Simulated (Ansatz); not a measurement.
C₄HCl₂F, SMILES C(=C(F)C#C)(Cl)Cl.

Geometry optimised at PBE0-D3(BJ)/def2-SVP. This is a generated structure with no PubChem entry under its InChIKey; it may be hypothetical.

Two levels are set side by side: PBE/def2-SVPD (Ansatz, a program for electronic structure) and PBE0/def2-SVPD (Ansatz). Energy differences of separate SCF runs at the same geometry; the states with an electron removed or added have multiplicity 2 and 2. Differences are taken from unrounded values.

| quantity | PBE |
|---|---|
| vertical ionisation energy (eV) | 8.87 |
| vertical singlet–triplet gap (eV) | 3.01 |

Problem. These are the PBE values. What does PBE0 give? (An estimate is asked for; the answer gives what the named calculation found.)

Solution. 
| quantity | PBE0 | PBE minus PBE0 |
|---|---|---|
| vertical ionisation energy (eV) | 9.12 | -0.25 |
| vertical singlet–triplet gap (eV) | 3.01 | 0.00 |
